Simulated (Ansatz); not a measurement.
Reaction: C2HClF2 (SMILES FC(F)=CCl) → C2HClF2 (SMILES C(=C(/F)Cl)/F)
Each species at its own B3LYP-D3(BJ)/def2-TZVP minimum (Ansatz, a program for electronic structure).

Property: isomerisation energy (electronic), in kJ/mol. Open shells are spin-unrestricted; no spin-orbit coupling. CBS(X,Y): correlation extrapolated as X^-3, Hartree-Fock from the larger set. A bracket is a step between two methods taken in the basis named. The functionals are non-relativistic, so their misses hold any scalar relativity. 'core' is core correlation in cc-pwCVTZ (1s frozen past Ne), 'X2C' scalar relativity in cc-pVTZ-DK, both at CCSD(T).

CCSD(T)/CBS(cc-pV(T+d)Z,cc-pV(Q+d)Z) + [CCSDT(Q) - CCSD(T)]/cc-pV(D+d)Z + core + X2C (Ansatz) gives 27.2 kJ/mol.

Problem. What does PBE/def2-TZVPD (Ansatz) give here, and how do the other levels compare?

Solution. PBE gives 23.6 kJ/mol, 3.6 kJ/mol below it. Differences of the others: r2SCAN/def2-TZVPD (Ansatz) -0.7; wB97M-V/def2-TZVPD (Ansatz) -0.1; CCSD(T)/CBS(cc-pV(T+d)Z,cc-pV(Q+d)Z) + core + X2C (Ansatz) 0.3 kJ/mol. Nearer than PBE: r2SCAN/def2-TZVPD, wB97M-V/def2-TZVPD, CCSD(T)/CBS(cc-pV(T+d)Z,cc-pV(Q+d)Z) + core + X2C.
